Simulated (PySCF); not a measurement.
Bonding in `C#Cc1pc(C)oc1C=C`

Compound: C₈H₇OP.
Atom-mapped SMILES: `[CH:1]#[C:2][c:3]1[p:4][c:5]([CH3:6])[o:7][c:8]1[CH:9]=[CH2:10]` (hydrogens: H11 on C1; H12, H13, H14 on C6; H15 on C9; H16, H17 on C10)

Structure used (GFN2-xTB), in Å, numbered top down from 1:
```xyz
17
C8H7OP angstrom
C     -2.567    2.733    0.489
C     -1.596    2.037    0.368
C     -0.445    1.247    0.230
P      1.222    1.860    0.354
C      1.745    0.246    0.059
C      3.142   -0.273   -0.017
O      0.770   -0.656   -0.114
C     -0.455   -0.110   -0.023
C     -1.620   -0.940   -0.194
C     -1.581   -2.246   -0.446
H     -3.420    3.335    0.594
H      3.611   -0.261    0.967
H      3.130   -1.296   -0.386
H      3.743    0.343   -0.682
H     -2.558   -0.410   -0.104
H     -2.480   -2.822   -0.568
H     -0.647   -2.774   -0.537
```

Bond orders from the PBE0/pcSseg-1 density (PySCF). Geometry: GFN2-xTB, one conformer, isolated molecule. GFN2-xTB frequencies show an imaginary mode (77i cm⁻¹), so this geometry is no minimum at that level.

Q: How far do the computed orders between heavy atoms stray from the drawn ones?

A: The largest departure is 0.743, at C1–C2 (drawn triple, 2.257), counting aromatic bonds as 1.5. Drawn single, order above 1.12: C8–C9 (1.122). Drawn double or triple, more than 0.30 short of the drawn order: C1–C2 (2.257). The bonds drawn aromatic range from 1.03 to 1.50.

Q: Set the Mayer orders of the bonds between heavy atoms beside their lengths.

A: 
```csv
bond,drawn as,length (Å),Mayer order
C1–C2,triple,1.202,2.257
C2–C3,single,1.402,1.047
C3–P4,aromatic,1.780,1.097
P4–C5,aromatic,1.722,1.495
C5–C6,single,1.492,1.049
C5–O7,aromatic,1.339,1.072
O7–C8,aromatic,1.344,1.032
C8–C9,single,1.440,1.122
C9–C10,double,1.331,1.895
C8–C3,aromatic,1.381,1.420
```

By pair of heavy elements: C–C: lowest C2–C3 and C5–C6 (1.047, 1.402 Å), highest C1–C2 (2.257, 1.202 Å); in 1 of the 15 pairs the longer bond (by over 0.003 Å) has the higher order (by 0.02 or more). C–P: lowest C3–P4 (1.097, 1.780 Å), highest P4–C5 (1.495, 1.722 Å). C–O: lowest O7–C8 (1.032, 1.344 Å), highest C5–O7 (1.072, 1.339 Å). Bonds named together lie within 0.004.

Q: And the bonds to hydrogen?

A: C–H: 0.94 to 1.16 (7 bonds).

Q: Sum the orders of all bonds at each heavy atom with more than one neighbour and set the sums beside the valence in the SMILES.

A: C1 3.420 (drawn 4), C2 3.304 (drawn 4), C3 3.564 (drawn 4), P4 2.592 (drawn 3), C5 3.616 (drawn 4), C6 3.886 (drawn 4), O7 2.104 (drawn 2), C8 3.574 (drawn 4), C9 3.962 (drawn 4), C10 3.791 (drawn 4). Orders between atoms that aren't bonded are not in these sums.

Mayer orders depend on the basis set.

The run behind these numbers computed NMR shieldings as well. The run took 33 s wall on one thread, Arm Neoverse V2 (aarch64), shared host with 48 logical CPUs at a one-minute load of 8.0, and the process peaked at 0.94 GiB of memory.
